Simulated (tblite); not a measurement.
Species: C₇H₁₃ClOSi.
Geometry (GFN2-xTB, Å), atoms numbered from 1 in this order:
```
atom  x, y, z in Å
C1     2.474    1.722   -0.733
Si2    2.590    0.542    0.753
C3     1.944   -1.188    0.314
C4     0.645   -1.443    0.194
Cl5    0.041   -3.029   -0.202
C6    -0.325   -0.361    0.418
O7     0.104    0.746    0.684
C8    -1.801   -0.640    0.268
C9    -2.128   -0.526   -1.227
C10   -2.624    0.351    1.085
H11    2.946    1.287   -1.609
H12    1.450    1.970   -0.986
H13    2.995    2.646   -0.504
H14    4.038    0.270    0.921
H15    2.120    1.024    2.047
H16    2.653   -1.987    0.160
H17   -2.012   -1.661    0.599
H18   -1.562   -1.251   -1.807
H19   -3.189   -0.707   -1.385
H20   -1.889    0.473   -1.586
H21   -2.377    1.370    0.797
H22   -3.685    0.185    0.919
H23   -2.413    0.236    2.146
```

Computed values, GFN2-xTB/tblite, gas phase, harmonic and unscaled. The method is semi-empirical: single wavenumbers can be off by several per cent or more. Modes of hydrogen on silicon can be 10 to 20 % off. One conformer, not necessarily the lowest.

Harmonic wavenumbers (cm⁻¹): 39.7, 54.3, 78.9, 84.2, 105.9, 164.3, 177.5, 182.0, 203.8, 220.9, 239.5, 291.2, 322.7, 344.7, 384.4, 444.4, 501.1, 511.7, 581.9, 692.7, 708.1, 715.5, 738.7, 777.9, 833.3, 838.6, 857.5, 880.6, 900.3, 947.3, 950.8, 986.8, 1091.0, 1106.9, 1137.7, 1180.9, 1237.5, 1271.0, 1329.8, 1362.5, 1399.6, 1414.6, 1479.2, 1485.0, 1487.6, 1488.7, 1495.0, 1499.8, 1585.1, 1685.9, 2104.4, 2288.2, 2959.1, 3031.5, 3035.3, 3037.0, 3042.6, 3044.1, 3044.9, 3052.4, 3053.5, 3068.9, 3090.7.

A = 1192, B = 717.4, C = 522.5 MHz; mass 176.042 u (most abundant isotopes); point group C1, symmetry number 1.

Question: Zero-point energy?

Answer: Half the sum of the wavenumbers: 39176 cm⁻¹ = 112.01 kcal/mol.

Question: Give the ideal-gas entropy at 298.15 K and 1 bar in the rigid-rotor, harmonic-oscillator model (classical rotation).

Answer: Translation 41.43, rotation 30.95, vibration 44.55: S = 116.9 cal/(mol K).

Question: And Cp and H(298.15 K) − H(0)?

Answer: Cp = 50.49 cal/(mol K), of which vibrations give 42.54 (their classical limit is 63 R = 125.2); H(298.15 K) − H(0) = 9.19 kcal/mol without the zero-point energy, 6.82 from vibrations.

Question: Which modes carry the vibrational entropy at 298.15 K?

Answer: 39.7 cm⁻¹: 5.27; 54.3 cm⁻¹: 4.65; 78.9 cm⁻¹: 3.92; 84.2 cm⁻¹: 3.79; 105.9 cm⁻¹: 3.34; 164.3 cm⁻¹: 2.50 cal/(mol K); the other 57 give 21.07 together.

Question: How do the functions run with temperature in this model?

Answer: 
| T (K) | S (cal/(mol K)) | Cp (cal/(mol K)) | H − H(0) (kcal/mol) | G − H(0) (kcal/mol) | ln q(vib) |
| --- | --- | --- | --- | --- | --- |
| 150 | 89.2 | 32.2 | 3.06 | -10.32 | 4.95 |
| 250 | 108.6 | 44.6 | 6.90 | -20.24 | 9.02 |
| 400 | 133.4 | 62.0 | 14.94 | -38.43 | 14.75 |
| 600 | 162.2 | 79.8 | 29.23 | -68.06 | 21.86 |
| 900 | 198.1 | 97.2 | 56.00 | -122.29 | 31.53 |

q(vib) and H(0) count from the zero-point level.

Question: Blend soft modes into free rotors: weight 1/[1 + (100 cm⁻¹/ν̃)⁴] for the oscillator and the rest for a rotor with moment μB/(μ + B), μ = h/(8π²ν), B = 10⁻⁴⁴ kg m². What vibrational entropy results?

Answer: 40.64 cal/(mol K) in place of 44.55, which changes −T·S at 298.15 K by +1.16 kcal/mol.

Hindered rotation and anharmonicity are outside this model. Other conformers, if any are populated, would add a mixing term that is left out. The structure is chiral; the term R ln 2 for an equal mix with its mirror image is left out.
